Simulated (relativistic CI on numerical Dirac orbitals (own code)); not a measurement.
## Cd IV: from the plainest model towards the measured levels

Calculated with a relativistic CI code on KLI orbitals (one set per configuration, finite nucleus), adding one ingredient at a time: step 1, Dirac-Coulomb, each configuration alone; step 2, with Breit and QED terms; step 3, with configuration mixing; step 4, with scaled Slater integrals (0.85); step 5, with a P86 correlation estimate; step 6, tied to the ionisation limit. P86 is a density functional for the correlation energy, evaluated here for each configuration and added to its levels. Step 6 is semi-empirical: configurations made of the next ion and one excited electron move by -9285 cm⁻¹, so that their limit matches the tabulated ionisation energy, and those with a non-penetrating f or g electron also take the P86 value of the least penetrating other one.

Configurations in the expansion (outside the closed core [Ar] 3d10 4s2): 4p⁶4d⁹, 4p⁶4d⁸5s, 4p⁶4d⁸5p, 4p⁶4d⁸4f, 4p⁶4d⁸5d, 4p⁶4d⁸6s, 4p⁶4d⁸6p, 4p⁵4d¹⁰, 4p⁶4d⁷5s5p, 4p⁶4d⁸6d, 4p⁶4d⁸5f, 4p⁶4d⁸6f, 4p⁶4d⁷5s², 4p⁶4d⁶5s²5p, 4p⁶4d⁶4f5s², 4p⁶4d⁶5s²5d, 4p⁶4d⁶5s²6s, 4p⁶4d⁶5s²6p.

Computed minus measured energy above the ground level, in cm⁻¹, for 12 of the 26 excited levels that pair in every step (one J of a term; a digit in brackets numbers repeated terms):

```
Configuration  Term     J  Measured  Step 1  Step 2  Step 3  Step 4  Step 5  Step 6
       4p⁶4d⁹    2D   3/2      5812      11    -184    -211    -241    -240    -241
     4p⁶4d⁸5s    4F   9/2    108704   -3515   -3081   -2764    -749    4350   -4923
     4p⁶4d⁸5s    2F   7/2    118333   -1549   -1194   -1080    -388    4715   -4557
     4p⁶4d⁸5s    2G   9/2    133860     941    1219    1295    -411    4692   -4579
     4p⁶4d⁸5p   4D°   5/2    177252   -6404   -6208   -6663   -4126    2304   -6942
     4p⁶4d⁸5p   4G°  11/2    179173   -6458   -6207   -6195   -4196    2229   -7036
     4p⁶4d⁸5p   4F°   9/2    181672   -5707   -5455   -5927   -4283    2148   -7096
     4p⁶4d⁸5p   4P°   1/2    189404   -4103   -3883   -4582   -4160    2278   -6970
     4p⁶4d⁸5p   2F°   7/2    194367   -3191   -3044   -3586   -3724    2710   -6540
     4p⁶4d⁸5p   2D°   5/2    196255   -1918   -1820   -2658   -3078    3360   -5891
     4p⁶4d⁸5p   2H°   9/2    196560   -2332   -2171   -2503   -3539    2893   -6366
     4p⁶4d⁸5p   2S°   1/2    202655     270     436    -680   -2496    3947   -5285
```

Mean absolute errors in cm⁻¹, over all paired levels and for the configurations:

```
Configuration, levels  Step 1  Step 2  Step 3  Step 4  Step 5  Step 6
              all, 26    3124    2999    3338    2758    3089    5828
            4p⁶4d⁹, 1      11     184     211     241     240     241
          4p⁶4d⁸5s, 7    2407    2253    2080     641    4460    4813
         4p⁶4d⁸5p, 18    3576    3446    4000    3721    2714    6533
```

Measured levels: Moore, Atomic Energy Levels, vol. III, NSRDS-NBS 35 (1971 reprint of NBS Circular 467, 1958). The analysis dates from before 1960.

The mean absolute error is lowest at step 4 (2758 cm⁻¹), and the largest single drop is from step 3 to 4 (3338 to 2758). The Breit and QED terms change the top of the ground term (measured 5812) from 5823 to 5628. Mixing lowers the ground level by 448; relative to it the configurations that move most are 4p⁶4d⁸5p by -603, 4p⁶4d⁸5s by +214. The P86 estimate moves 4p⁶4d⁸5p by +6435, 4p⁶4d⁸5s by +5101, and takes the mean absolute error of the excited configurations from 2859 to 3203. Step 6 takes that error from 3203 to 6052; it grows for 4p⁶4d⁸5p. The shift fits the limit, so it does little for low levels whose errors differ from those near the limit.
